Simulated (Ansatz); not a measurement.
Basis sets compared for the cluster Ta₂O₅⁺ (the lowest doublet isomer of a short search). Charge 1, multiplicity 2. Geometry PBE-D4/def2-SVP. Ansatz on 4 threads of Arm Neoverse V1 on a shared host; times are rough, and most runs start from earlier orbitals.

```xyz
7

Ta   -1.0677   -0.0901   -0.1362
Ta    1.8822    0.0870   -0.3643
O     0.4090    1.2473   -0.4733
O    -2.2049   -0.3278   -1.4858
O    -2.0420    0.0214    1.3904
O     0.5825   -1.2554   -0.1728
O     2.4408    0.3175    1.2420
```

In the def2 sets Ta takes a core potential; there is no spin–orbit coupling. The structure comes from a short search, and lower isomers may exist.

```tsv
level	functions	energy (Eh)	HOMO (eV)	LUMO (eV)	wall time
PBE-D4/def2-SVP	134	-489.5482	-12.86	-11.93	3.7 s
PBE0-D4/def2-SVP	134	-489.3857	-14.28	-10.61	6 s
```

Problem. Estimate the rows for PBE-D4/def2-TZVP (with forces), PBE0-D4/def2-TZVP.

Solution. 
```json
{"level": "PBE-D4/def2-TZVP (with forces)", "functions": "235", "energy (Eh)": "-490.0260", "HOMO (eV)": "-12.83", "LUMO (eV)": "-11.84", "wall time": "7 s"}
{"level": "PBE0-D4/def2-TZVP", "functions": "235", "energy (Eh)": "-489.8728", "HOMO (eV)": "-14.14", "LUMO (eV)": "-10.48", "wall time": "13 s"}
```
